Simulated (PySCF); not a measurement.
A structure optimised at ωB97X-D3(BJ)/def2-SVP, used in a PySCF frequency run:

```xyz
8

S     -0.7392    -0.4656    -2.0266
Ge    -0.0024     0.0013    -0.0113
S     -0.3062    -1.7986     1.2115
S      2.0786     0.7005     0.1303
Cl    -1.1373     1.6816     0.6798
H     -0.3171    -1.7441    -1.9573
H      0.6199    -1.4338     2.1201
H      2.5788    -0.4331    -0.4017
```

Question: Write its SMILES and formula.

Answer: [SH][Ge]([SH])([SH])[Cl], ClGeH3S3

Question: What are its rotational constants (standard atomic weights)?

Answer: 1.2306, 1.1845, 1.1019 GHz
